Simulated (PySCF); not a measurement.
GaClBr2, SMILES [Cl][Ga]([Br])[Br]. Atoms are numbered in the order given.

```xyz
4

Ga     0.0000     0.0000     0.3579
Cl     0.0000     0.0000     2.4988
Br     0.0000     1.9825    -0.7654
Br     0.0000    -1.9825    -0.7654
```
Charge 0, spin multiplicity 1.

Geometry: B3LYP-D3(BJ)/def2-SVP.

These are PBE0/def2-TZVP run with PySCF values and carry that method's errors.

Isolated molecule, no solvent.

```
Item                                                                                                           Result
---------------------------------------------------------------------------------------------  ----------------------
total energy                                                                                      -7532.55641 hartree
point group                                                                                                       C2v
highest occupied level                                                                                       -8.85 eV
lowest empty level                                                                                           -2.34 eV
orbital gap                                                                                                   6.51 eV
dipole moment                                                                                                  0.35 D
quadrupole, principal values (traceless, Buckingham form, about the centre of nuclear charge)  -3.62, -0.97, 4.59 D·Å
mean static polarisability                                                                      78.2 bohr³ (11.59 Å³)
polarisability, principal values                                                               53.6, 85.5, 95.4 bohr³
```
